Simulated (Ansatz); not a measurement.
Stepwise reaction of `N#[C][GaH2]` with hydrogen chloride, as a gas-phase model of exchange steps in deposition or etching. ΔE in kJ/mol; ΔG adds harmonic PBE0-D4 terms to CCSD(T)/CBS, at 1 bar.

Computed with Ansatz on PBE0-D4/def2-TZVP structures; ΔE is electronic, products minus reactants. CCSD(T)/CBS adds triple-zeta CCSD(T) − MP2 to the extrapolated MP2 energy (def2 sets, frozen cores). This one scheme is used for every species. Functionals use def2-TZVPP. B3LYP here is the variant with VWN-RPA as its local correlation; programs differ in this. For Ga outer-core shells are correlated without core-valence functions, which leaves a few kJ/mol of doubt a bond. Scalar relativity is left out up to krypton.

| step | reaction | PBE-D4 | B3LYP-D4 | ωB97M-V | CCSD(T)/CBS | ΔG(400 K) |
| --- | --- | --- | --- | --- | --- | --- |
| 1 | `N#[C][GaH2]` + HCl → `N#[C][GaH][Cl]` + H₂ | -98.6 | -99.3 | -97.1 | -99.4 | -95.9 |

Give the row of step 2, `N#[C][GaH][Cl]` + HCl → `N#[C][Ga]([Cl])[Cl]` + H₂. (Best estimate.)

Computed: 
| step | reaction | PBE-D4 | B3LYP-D4 | ωB97M-V | CCSD(T)/CBS | ΔG(400 K) |
| --- | --- | --- | --- | --- | --- | --- |
| 2 | `N#[C][GaH][Cl]` + HCl → `N#[C][Ga]([Cl])[Cl]` + H₂ | -84.0 | -85.0 | -83.0 | -85.2 | -77.2 |

By hand: ΔE of the 2 steps together at CCSD(T)/CBS.

(-99.4) + (-85.2) = -184.6 kJ/mol, or -92.3 kJ/mol a step.

In ΔE each step is higher than the one before. All are downhill at CCSD(T)/CBS. ΔG lies between -95.9 and -77.2 kJ/mol a step. PBE-D4 differs from CCSD(T)/CBS by 0.8 to 1.2 kJ/mol a step. Isolated molecules leave out the surface, adducts and barriers. Largest T1 diagnostic: 0.014.
